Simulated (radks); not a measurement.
Values are calculated unless marked as measured or tabulated.
Question: Spherical quantum dot in the effective-mass picture: electrons in a hard-walled sphere of radius 10.2, all in effective atomic units (hartree* = m*/eps^2 hartree, bohr* = eps/m* bohr), one dielectric constant everywhere. Level of theory: non-relativistic Kohn-Sham, LDA (Slater exchange, Perdew-Wang correlation), spin-polarised, spherical densities (a radial shooting solver with Libxc functionals). Levels are named by radial order and angular momentum (1s, 1p, 1d, 2s, ...), and open shells are averaged over m. Results are scaled to m* = 0.098 and eps = 17.4, for which hartree* = 8.808 meV and bohr* = 9.396 nm. At N = 15 the configuration is 1s2 1p6 1d(up 5, down 2). Does electron 16 go into 1f up or 1f down or 1d down?

Answer: Into 1d down. The total energies of the other choices lie higher by 0.358 meV (1f up), 0.469 meV (1f down).
